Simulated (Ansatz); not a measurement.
```xyz
6

C    -0.228    0.402    0.769
Cd    0.304   -0.537   -1.026
Cl    0.886   -1.565   -2.990
H    -1.296    0.619    0.766
H     0.005   -0.253    1.608
H     0.329    1.334    0.873
```

Total charge 0; spin multiplicity 1. Cd: def2 effective core potential.

Question: List the PBE/def2-TZVPP orbital energies in eV (Ansatz 0.2.0). (Estimate.)

Answer: Ansatz gave: Occupied: -2738.00, -269.16, -248.54, -189.22, -189.08, -189.08, -109.17, -69.69, -69.69, -69.63, -19.17, -17.18, -13.23, -13.12, -13.12, -12.97, -12.97, -9.89, -9.89, -8.50, -7.22, -6.96, -6.96. Lowest empty: -1.65, -0.99, -0.99, 0.73, 2.28, 2.28, 2.45, 3.84.
